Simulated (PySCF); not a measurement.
Isomers of C8H9O (doublet state), one GFN2-xTB conformer each. Single-point energies are computed at B3LYP/pcH-1 (PySCF, gas phase, no added dispersion term), electronic only. GFN2-xTB treats the open shell by occupation alone, and not every SCF solution was tested for stability.

```tsv
SMILES	GFN2-xTB relative energy (kJ/mol)
C1=CC[C]2OCCC2=C1	0.0
C/C=C1\C=C(C=O)[C]1C	247.0
C=CC1=[C]C(=O)CCC1	212.5
C#C[C](C=C)CC(C)=O	249.8
```

Conformers: `[CH3:1]/[CH:2]=[C:3]1\[CH:4]=[C:5]([CH:6]=[O:7])[C:8]1[CH3:9]` (doublet state) with C4–C5–C6–O7 -179°; `[CH2:1]=[CH:2][C:3]1=[C:4][C:5](=[O:6])[CH2:7][CH2:8][CH2:9]1` (doublet state) with C1–C2–C3–C4 179°, C3–C4–C5–O6 -153°, C4–C5–C7–C8 -58°, C5–C7–C8–C9 66°, C7–C8–C9–C3 -36°; `[CH:1]#[C:2][C:3]([CH:4]=[CH2:5])[CH2:6][C:7]([CH3:8])=[O:9]` (doublet state) with C2–C3–C4–C5 3°, C2–C3–C6–C7 94°, C3–C6–C7–C8 -85°.

Problem. What does B3LYP/pcH-1 give for the same structures?

Solution. 
```tsv
SMILES	B3LYP/pcH-1 E (Eh)	B3LYP/pcH-1 (kJ/mol)	GFN2-xTB (kJ/mol)	point group
C1=CC[C]2OCCC2=C1	-385.45734	0.0	0.0	Cs
C=CC1=[C]C(=O)CCC1	-385.40548	136.2	212.5	C1
C#C[C](C=C)CC(C)=O	-385.40510	137.1	249.8	C1
C/C=C1\C=C(C=O)[C]1C	-385.40304	142.6	247.0	–
```

Both levels put the same isomer lowest; measured from each level's own lowest isomer, the values differ by up to 112.7 kJ/mol (C#C[C](C=C)CC(C)=O: 249.8 against 137.1). As drawn, the highest has a four-membered ring, which the lowest lacks. Neighbours under 21 kJ/mol apart (C=CC1=[C]C(=O)CCC1 and C#C[C](C=C)CC(C)=O; C#C[C](C=C)CC(C)=O and C/C=C1\C=C(C=O)[C]1C) can change places with a better method, another conformer or zero-point energy.
